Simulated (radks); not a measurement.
Values are calculated unless marked as measured or tabulated.
Task: These are the eigenvalues of the occupied orbitals of an atom or ion with whole-number occupations (hartree). Code: a radial shooting solver on a logarithmic mesh with Libxc functionals. Model: Dirac Kohn-Sham, LB94 model potential, spin-unpolarised, spherical densities, finite nucleus; Fermi nuclear charge, rms radius of each element as measured or else 0.836 A^(1/3) + 0.57 fm.

orbital  eigenvalue
1s1/2     -826.1213
2s1/2     -163.6774
2p1/2     -155.7743
2p3/2     -151.2647
3s1/2     -62.84326
3p1/2     -60.12715

Which element is it, and in what charge state? The configuration may be excited. Open shells, if any, fill j = l - 1/2 first.

Result: Z = 43, technetium, charge +29: Tc29+ in [Ne] 3s2 3p2. The list shows which subshells hold electrons but not how many an open one holds; the 1s level, -826.12 hartree, gives Z - s = 40.6 by -(Z - s)^2/2, which with screening and relativity narrows Z to a few neighbours, and the depths of the outer levels then fix element, charge and occupations together.
